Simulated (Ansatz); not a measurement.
Reaction (redistribution): `OBCl` + `CO[SiH2][SiH2]Cl` → `COB(O)Cl` + `[SiH3][SiH2]Cl`

Computed with Ansatz on PBE0-D4/def2-TZVP structures; ΔE is electronic, products minus reactants. CBS: MP2 limit from def2 TZ/QZ plus the TZ coupled-cluster correction, frozen cores. This one scheme is used for every species. Functionals use def2-TZVPP. Each species was taken in one conformer, which may not be the lowest.

`OBCl`:

Cartesian coordinates in Å:
```
O 0.210 0.967 0.384
B 0.056 -0.353 0.212
Cl -0.561 -1.007 -1.308
H -0.043 1.492 -0.382
H 0.338 -1.100 1.093
```

`CO[SiH2][SiH2]Cl`:

Z-matrix (Å, degrees):
```
C
O 1 1.411
H 1 1.091 2 108.3
H 1 1.096 2 111.3 3 -119.3
H 1 1.096 2 111.3 3 119.3
Si 2 1.645 1 122.8 3 -180.0
Si 6 2.339 2 106.7 1 -179.9
H 6 1.492 2 111.1 1 -59.6
H 6 1.492 2 111.1 1 59.8
Cl 7 2.068 6 106.4 2 179.7
H 7 1.484 6 112.7 2 61.7
H 7 1.484 6 112.7 2 -62.2
```

`COB(O)Cl`:

```xyz
9

C     0.944    0.983    0.099
O    -0.172    0.217    0.512
B    -0.680   -0.808   -0.205
O    -1.751   -1.498    0.248
Cl    0.014   -1.301   -1.757
H     1.126    1.731    0.870
H     0.746    1.483   -0.851
H     1.830    0.354   -0.011
H    -2.058   -1.160    1.095
```

`[SiH3][SiH2]Cl`:

Cartesian coordinates in Å:
```
Si 0.455 0.964 -0.563
Si -0.555 -0.885 0.451
Cl 0.783 -1.724 1.780
H -0.494 1.587 -1.524
H 1.675 0.527 -1.291
H 0.828 1.960 0.475
H -1.770 -0.501 1.214
H -0.921 -1.927 -0.542
```

```
             level  ΔE (kJ/mol)
         r2SCAN-D4        -48.8
           PBE0-D4        -49.3
    MP2/def2-TZVPP        -42.8
SCS-MP2/def2-QZVPP        -38.6
```

(1) What does CCSD(T)/CBS give? (An estimate is asked.)

Largest T1 diagnostic among the species: 0.012.

Answers

(1) Computed: -42.7 kJ/mol. The listed levels differ from it by -6.1, -6.6, -0.1, 4.1 kJ/mol.
